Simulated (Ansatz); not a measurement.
C$_{3}$H$_{3}$ (SMILES C#C[CH2-]), charge -1, singlet, geometry from GFN2-xTB (a gas-phase anion, which may not be bound at this level); R2SCAN/6-31G* run with Ansatz (a program for electronic structure).

Ansatz was given this input:
Ansatz 0.2 input:
```yaml
crystal:
  periodic: [false, false, false]
  atoms:
    - {symbol: C, position_ang: [-0.00058846, -0.06735310, 0.13145175]}
    - {symbol: C, position_ang: [0.01272709, 0.42165409, 1.28692893]}
    - {symbol: C, position_ang: [-0.00916618, -0.23508926, -1.20054090]}
    - {symbol: H, position_ang: [0.00817204, -0.08669387, 2.25254432]}
    - {symbol: H, position_ang: [0.90933867, -0.33006222, -1.78374476]}
    - {symbol: H, position_ang: [-0.93534543, -0.29851433, -1.77583821]}
basis:
  gaussian:
    orbitals: 6-31G*
hamiltonian:
  xc: r2scan
total_charge: -1
scf: {lower_state_search: light}
```

Output, abridged:

```
Functional definition: r2SCAN
621 factors; their error is unknown
mean field evaluation 1: about -3152.2000 eV, gradient 3.0e1 eV
mean field evaluation 2: about -3149.2371 eV, gradient 4.3e1 eV
mean field evaluation 4: about -3154.4875 eV, gradient 2.0e0 eV
mean field evaluation 8: about -3154.5014 eV, gradient 4.6e-2 eV
mean field evaluation 16: about -3154.4634 eV, gradient 2.3e-5 eV
mean field -3154.46343057 eV, -115.9243929015 hartree, gradient 2.3e-5 eV, S^2 0.000000; 0 other end points of the search recorded, 0 dependent functions left out
reference -3154.46343583 eV, -115.9243930945 hartree; 11, 11 occupied and 40, 40 virtual orbitals, 621 factors
Total energy: -3154.46343583 eV, -115.9243930945 hartree
```
